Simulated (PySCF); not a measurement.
Precursor series Nb F-NH2. All species are isolated molecules in the gas phase. One relaxed conformer stands for each flexible species; it need not be the lowest. In the def2 sets, heavy atoms carry core potentials. All members: neutral, multiplicity 1. Level: B3LYP-D3(BJ)/def2-TZVP // r2SCAN-D4/def2-SVP (PySCF), beside PBE-D3(BJ)/def2-TZVP // r2SCAN-D4/def2-SVP (PySCF) at the same geometries. B3LYP has the VWN-RPA correlation part, as in Gaussian. 

| species | HOMO–LUMO gap, PBE (eV) | HOMO–LUMO gap, B3LYP-D3(BJ) (eV) |
|---|---|---|
| [Nb(F)2(NH2)3] | 2.60 | 4.40 |
| [Nb(F)3(NH2)2] | 2.99 | 4.79 |
| [Nb(NH2)5] | 3.41 | 5.04 |
| [Nb(F)4(NH2)] | 3.56 | 5.35 |
| [Nb(F)(NH2)4] | 3.74 | withheld |
| [Nb(F)5] | 6.01 | 8.20 |

Q: Fit y = a + b·x, y being the HOMO–LUMO gap at the first level, to the 5 complete rows by least squares, with x = the PBE value in eV. Give a, b and the rms residual, and predict the withheld value.

A: Means of the 5 rows: x̄ = 3.714, ȳ = 5.556 eV. Σ(x − x̄)² = 7.1529 and Σ(x − x̄)(y − ȳ) = 8.1016, so b = 1.133 and a = ȳ − b·x̄ = 1.348 eV. The rms residual is 0.096 eV. At x = 3.74 the line gives 5.59 eV. The run for [Nb(F)(NH2)4] gave 5.47 eV, so the line is off by 0.12 eV, within twice the rms residual.

Codes: PySCF.
